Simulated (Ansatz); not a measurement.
`[CH3][Ga-]([SH2+])([Cl])[Cl]`, relaxed with RKS PBE0-D4/def2-TZVP in Ansatz from a PBE-D4/def2-SVP geometry. The force threshold is 0.005 eV/Å; the program also tests the step.

The species carries charge 0 and has multiplicity 1.

Start:

```xyz
10

C    -1.043    1.048    0.311
Ga    0.844    0.508    0.183
S     0.691   -1.899   -0.909
Cl    2.153    1.372   -1.339
Cl    1.902   -0.226    1.957
H    -1.485    1.166   -0.697
H    -1.625    0.308    0.893
H    -1.096    2.024    0.835
H    -0.558   -1.800   -1.452
H     0.217   -2.502    0.219
```

| step | energy (eV) | largest force (eV/Å) | largest move (Å) |
| --- | --- | --- | --- |
| 1 | -89362.5911 | 0.665 | 0.000 |
| 2 | -89362.6250 | 0.280 | 0.035 |
| 3 | -89362.6265 | 0.081 | 0.065 |
| 4 | -89362.6291 | 0.030 | 0.038 |
| 5 | -89362.6295 | 0.015 | 0.015 |
| 6 | -89362.6307 | 0.075 | 0.096 |
| 7 | -89362.6314 | 0.046 | 0.025 |
| 8 | -89362.6324 | 0.149 | 0.085 |
| 9 | -89362.6333 | 0.057 | 0.022 |
| 10 (rejected) | -89362.6333 | 0.056 | 0.001 |
| 11 | -89362.6334 | 0.037 | 0.000 |
| 12 | -89362.6340 | 0.004 | 0.042 |
| 13 (rejected) | -89362.6307 | 0.348 | 0.148 |
| 14 | -89362.6344 | 0.090 | 0.072 |
| 15 | -89362.6346 | 0.051 | 0.021 |
| 16 | -89362.6347 | 0.002 | 0.016 |
| 17 | -89362.6348 | 0.011 | 0.022 |
| 18 | -89362.6348 | 0.013 | 0.024 |
| 19 | -89362.6348 | 0.010 | 0.010 |
| 20 | -89362.6348 | 0.002 | 0.003 |

End:

```xyz
10

C    -1.039    1.027    0.379
Ga    0.827    0.471    0.201
S     0.738   -1.934   -0.741
Cl    2.038    1.239   -1.428
Cl    1.966   -0.087    1.962
H    -1.535    1.030   -0.593
H    -1.575    0.366    1.062
H    -1.072    2.040    0.785
H    -0.156   -1.721   -1.722
H    -0.192   -2.430    0.094
```

Hardware: 8 threads of an Arm Neoverse V1 on a shared host. Wall time 64 s, peak host memory 0.84 GiB.
